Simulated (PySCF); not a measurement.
Species: C7H6O.
Numbering: `[OH:1][c:2]1[cH:3][cH:4][c:5]2[c:6]([cH:7]1)[CH2:8]2` (hydrogens: H9 on O1; H10 on C3; H11 on C4; H12 on C7; H13, H14 on C8)

Structure optimised with GFN2-xTB, isolated species.

Entries marked ? are missing. Bonds in one row agree within 0.01 Å.

| coordinate | value |
| --- | --- |
| O1–C2 | 1.364 Å |
| C2–C3 | ? |
| C3–C4 | 1.406 Å |
| C4–C5 | 1.356 Å |
| C5–C6 | 1.379 Å |
| C6–C7 | ? |
| C6–C8 | 1.488 Å |
| C2–C7 | ? |
| C5–C8 | 1.489 Å |
| O1–H9 | 0.965 Å |
| C3–H10 | 1.078 Å |
| C4–H11 | 1.079 Å |
| C7–H12 | 1.083 Å |
| C8–H13, C8–H14 | 1.085 Å |
| O1–C2–C3 | 117.3° |
| O1–C2–C7 | 120.3° |
| C3–C2–C7 | ? |
| C2–C3–C4 | 122.7° |
| C3–C4–C5 | 113.3° |
| C4–C5–C6 | 124.0° |
| C4–C5–C8 | 173.7° |
| C6–C5–C8 | ? |
| C5–C6–C7 | 124.8° |
| C5–C6–C8 | ? |
| C7–C6–C8 | 172.8° |
| C2–C7–C6 | 112.8° |
| C5–C8–C6 | 55.2° |

Problem. Fill in the missing values.

Solution. 
- C2–C3 = 1.390 Å, aromatic (aromatic carbon bearing oxygen to aromatic CH carbon); 0.07 Å below the sum of covalent radii, 1.46 Å.
- C6–C7 = 1.354 Å, aromatic (substituted aromatic carbon to aromatic CH carbon); 0.11 Å below the sum of covalent radii, 1.46 Å.
- C2–C7 = 1.416 Å, aromatic (aromatic carbon bearing oxygen to aromatic CH carbon); 0.04 Å below the sum of covalent radii, 1.46 Å.
- C3–C2–C7 = 122.4°, at the aromatic carbon bearing oxygen, inside a 6-membered ring; the outer atoms are 2.459 Å apart.
- C6–C5–C8 = 62.4°, at the substituted aromatic carbon, inside a 3-membered ring; the outer atoms are 1.488 Å apart.
- C5–C6–C8 = 62.4°, at the substituted aromatic carbon, inside a 3-membered ring; the outer atoms are 1.489 Å apart.

Radii are Cordero's, carbon taken as 0.76, 0.73 or 0.69 Å for four, three, and two or fewer neighbours.

Stationary, but not proved a minimum. One conformer, not necessarily the lowest (H–O1–C2–C3 180°).

All values are computed, not measured.
